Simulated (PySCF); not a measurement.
C7H7FN (doublet state).
Atom-mapped SMILES: `[NH:1][c:2]1[cH:3][cH:4][cH:5][cH:6][c:7]1[CH2:8][F:9]` (hydrogens: H10 on N1; H11 on C3; H12 on C4; H13 on C5; H14 on C6; H15, H16 on C8)

Cartesian coordinates in Å at the GFN2-xTB level; atoms count from 1:
```
atom  x, y, z in Å
N1    -0.9644    2.0221    0.0787
C2    -0.1215    1.0284    0.0187
C3     1.3035    1.1615   -0.0637
C4     2.1161    0.0626   -0.1220
C5     1.5669   -1.2210   -0.1030
C6     0.1878   -1.3934   -0.0252
C7    -0.6556   -0.3101    0.0343
C8    -2.1398   -0.4464    0.1163
F9    -2.5425   -1.7574    0.1163
H10   -0.5116    2.9339    0.0610
H11    1.7181    2.1604   -0.0777
H12    3.1883    0.1823   -0.1821
H13    2.2134   -2.0840   -0.1491
H14   -0.2307   -2.3889   -0.0115
H15   -2.6178    0.0451   -0.7385
H16   -2.5178    0.0138    1.0362
```

The hyperfine couplings belong to this conformer and change with its torsions.

Method: UKS B3LYP, pcH-1 on C F H N, non-relativistic, mean-field spin-orbit, GIAO in PySCF 2.14.0. The structure is a single GFN2-xTB conformer in the gas phase; no vibrational or solvent corrections. Couplings are sensitive to structure, and on GFN2-xTB geometries they can be far from those on DFT ones. No stability test was run, so a lower SCF solution isn't excluded. ⟨S²⟩ is 0.786 where a pure state has 0.75.

(1) Where do the isotropic ENDOR lines of C2, C5, C7, C6, C3, C4, N1, H10, H15/H16 and H13 fall at 3335.1 mT, to first order?

(2) Which pairs are centred on the nuclear Larmor frequency, and which on half the coupling?

(3) At what field would the lower line of C5 fall to zero frequency?

Results:

(1) ν± = |νn ± a/2|, one line for each electron-spin manifold; νn = |g_N| × 7.62259 MHz/T × B.

| nuclei | isotope | g_N | νn (MHz) | a_iso (MHz) | lower line (MHz) | upper line (MHz) |
| --- | --- | --- | --- | --- | --- | --- |
| C2 | 13C | 1.4048 | 35.71 | -39.47 | 15.98 | 55.45 |
| C5 | 13C | 1.4048 | 35.71 | 31.01 | 20.21 | 51.22 |
| C7 | 13C | 1.4048 | 35.71 | 26.56 | 22.43 | 48.99 |
| C6 | 13C | 1.4048 | 35.71 | -25.29 | 23.07 | 48.36 |
| C3 | 13C | 1.4048 | 35.71 | 24.77 | 23.33 | 48.10 |
| C4 | 13C | 1.4048 | 35.71 | -24.57 | 23.43 | 48.00 |
| N1 | 14N | 0.4038 | 10.26 | 18.70 | 0.91 | 19.61 |
| H10 | 1H | 5.5857 | 142.00 | -35.75 | 124.13 | 159.87 |
| H15/H16 | 1H | 5.5857 | 142.00 | 27.09 | 128.46 | 155.54 |
| H13 | 1H | 5.5857 | 142.00 | -22.87 | 130.57 | 153.43 |

The rows for 13C, of low natural abundance, apply to labelled samples.

(2) Centred on νn, since |a| < 2νn: C2, C5, C7, C6, C3, C4, N1, H10, H15/H16 and H13. No pair has |a| > 2νn.

(3) Where νn = |a|/2, that is B = 15.50 MHz/(1.4048 × 7.62259 MHz/T) = 1450 mT, as far as first order holds there.

Couplings of abundant isotopes left out: H11 (-18.5 MHz), H14 (7.7 MHz), H12 (7.4 MHz) and F9 (-2.7 MHz).

Class means assume fast exchange of nuclei equivalent by connectivity; if that motion is slow, each nucleus keeps its own coupling.

Largest spin populations (Mulliken): N1 (+0.55), C5 (+0.36), C7 (+0.30) and C3 (+0.29). Four atoms exceed +0.15.

The run took 70 s (grids of density and orbitals included) on one thread, Arm Neoverse V2 (aarch64), no GPU, shared host with 32 logical CPUs at a one-minute load of 11, and the process peaked at 1.1 GiB of memory.
